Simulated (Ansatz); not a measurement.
Gas-phase electronic energies from Ansatz, PBE0-D4/def2-TZVP geometries. CBS: MP2 limit from def2 TZ/QZ plus the TZ coupled-cluster correction, frozen cores. This one scheme is used for every species. Each species was taken in one conformer, which may not be the lowest.

Reaction (redistribution): `OB1O[SiH2]1` + `NB(S)S` → `NB1O[SiH2]1` + `OB(S)S`

```tsv
species	CCSD(T)/def2-TZVPP energy (Eh)
`OB1O[SiH2]1`	-465.98397
`NB(S)S`	-877.43596
`NB1O[SiH2]1`	-446.11691
`OB(S)S`	-897.30331
```

(1) Work out ΔE.

Largest T1 diagnostic among the species: 0.015.

Answers

(1) ΔE = (-446.11691) + (-897.30331) − (-465.98397) − (-877.43596) = -0.00029 Eh = -0.01 eV. CCSD(T)/CBS gives 0.00 eV.
